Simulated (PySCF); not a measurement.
CH9NOSi3, SMILES N1[SiH2]O[SiH2][C@H]1[SiH3].

The structure is a stationary point at PBE0-D3(BJ)/def2-SVP. The structure was generated by enumeration; whether it is a known compound was not checked. Other conformers were not sampled.

Level of theory: CAM-B3LYP/def2-TZVP (PySCF).

Gas-phase values at a fixed geometry.

```yaml
total_energy: -1042.11989 hartree
highest_occupied_level: -8.24 eV
lowest_empty_level: 0.99 eV
orbital_gap: 9.23 eV
dipole_moment: 1.59 D
quadrupole, principal values (traceless, Buckingham form, about the centre of nuclear charge): -5.40, -0.06, 5.46 D·Å
mean_static_polarisability: 93.5 bohr³ (13.85 Å³)
polarisability_principal_values: 81.4, 92.0, 106.9 bohr³
```
